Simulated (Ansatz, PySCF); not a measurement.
C4H8Si2, SMILES C1([SiH3])[SiH2]C=CC=1. Atoms are numbered in the order given.

```xyz
14

Si     0.0204     2.3228     0.0000
C      0.1391     0.4685     0.0000
C      1.3179    -0.2209     0.0000
C      1.2674    -1.6987     0.0000
C      0.0372    -2.2697     0.0000
Si    -1.1976    -0.8592     0.0000
H     -0.7223     2.8126     1.2033
H     -0.7223     2.8126    -1.2033
H      1.3912     2.9209     0.0000
H      2.2994     0.2749     0.0000
H      2.2034    -2.2719     0.0000
H     -0.1029    -3.3538     0.0000
H     -2.0734    -0.8205    -1.2113
H     -2.0734    -0.8205     1.2113
```

Geometry: r2SCAN-D4/def2-SVP. This is a generated structure with no PubChem entry under its InChIKey; it may be hypothetical.

Two levels are set side by side: PBE-D3(BJ)/def2-SVP (Ansatz, a program for electronic structure) and r2SCAN-D4/def2-SVP (Ansatz). Each level has its own optimised geometry; the coordinates shown are those of the second. Frequencies come from the Hessian of PySCF at each geometry. Differences are taken from unrounded values.

| quantity | r2SCAN-D4 |
|---|---|
| mean bond length (Å) | 1.470 |
| bond Si1–C2 (Å) | 1.858 |
| bond C2–C3 (Å) | 1.366 |
| bond C2–Si6 (Å) | 1.884 |
| bond C3–C4 (Å) | 1.479 |
| bond C4–C5 (Å) | 1.356 |
| bond C5–Si6 (Å) | 1.875 |
| bond Si1–H7 (Å) | 1.497 |
| bond Si1–H8 (Å) | 1.497 |
| bond Si1–H9 (Å) | 1.496 |
| bond C3–H10 (Å) | 1.100 |
| bond C4–H11 (Å) | 1.098 |
| bond C5–H12 (Å) | 1.093 |
| bond Si6–H13 (Å) | 1.495 |
| bond Si6–H14 (Å) | 1.495 |
| highest harmonic wavenumber (cm⁻¹) | 3213 |
| mean harmonic wavenumber (cm⁻¹) | 1181 |
| zero-point energy (kcal/mol) | 60.76 |

### Question
What does PBE-D3(BJ) give, and how far is it from r2SCAN-D4? (The exact figures need the calculation; the answer reports its results.)

### Answer

| quantity | PBE-D3(BJ) | PBE-D3(BJ) minus r2SCAN-D4 |
|---|---|---|
| mean bond length (Å) | 1.478 | 0.008 |
| bond Si1–C2 (Å) | 1.865 | 0.007 |
| bond C2–C3 (Å) | 1.371 | 0.006 |
| bond C2–Si6 (Å) | 1.892 | 0.008 |
| bond C3–C4 (Å) | 1.482 | 0.003 |
| bond C4–C5 (Å) | 1.363 | 0.006 |
| bond C5–Si6 (Å) | 1.883 | 0.008 |
| bond Si1–H7 (Å) | 1.507 | 0.011 |
| bond Si1–H8 (Å) | 1.507 | 0.011 |
| bond Si1–H9 (Å) | 1.507 | 0.011 |
| bond C3–H10 (Å) | 1.106 | 0.006 |
| bond C4–H11 (Å) | 1.104 | 0.007 |
| bond C5–H12 (Å) | 1.099 | 0.006 |
| bond Si6–H13 (Å) | 1.506 | 0.011 |
| bond Si6–H14 (Å) | 1.506 | 0.011 |
| highest harmonic wavenumber (cm⁻¹) | 3151 | -62 |
| mean harmonic wavenumber (cm⁻¹) | 1149 | -31 |
| zero-point energy (kcal/mol) | 59.16 | -1.61 |
